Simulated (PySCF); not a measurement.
# Adding and removing an electron: TiSi

PBE0; Ti def2-TZVPPD, Si def2-TZVPPD; no relativity (PySCF 2.14). Neutral (UKS): quintet (σ ↑, π ↑↑, δ ↑), Re = 2.422 Å, ωe = 375 cm⁻¹, HOMO -4.88 eV, LUMO -2.19 eV.

TiSi⁺ (UKS): sextet (σ ↑↑, π ↑↑, δ ↑), Re = 2.422 Å, ωe = 360 cm⁻¹. The energies at the minima are -1138.48158 hartree for TiSi and -1138.24420 for TiSi⁺.

(1) Work out the adiabatic ionisation energy, without and with harmonic zero-point energies (1 hartree = 27.2114 eV, 1 eV = 8065.5 cm⁻¹), and the change of the bond length.

De is left out where the level can put another filling of the metal’s s and d shells below the measured ground configuration, by anything from nothing to about 1 eV. The state is the lowest single determinant that the PBE0 search found; with open d or f shells the true ground state can be another one.

## Answers

(1) At PBE0: 0.23738 hartree = 6.459 eV between the minima; the zero-point term (360.0 − 375.0)/2 cm⁻¹ = -0.001 eV makes it 6.459 eV. Re changes by +0.0 pm against the neutral. The electron leaves a σ orbital; in so polar a molecule the change of length follows mostly from the change of the ionic charges.
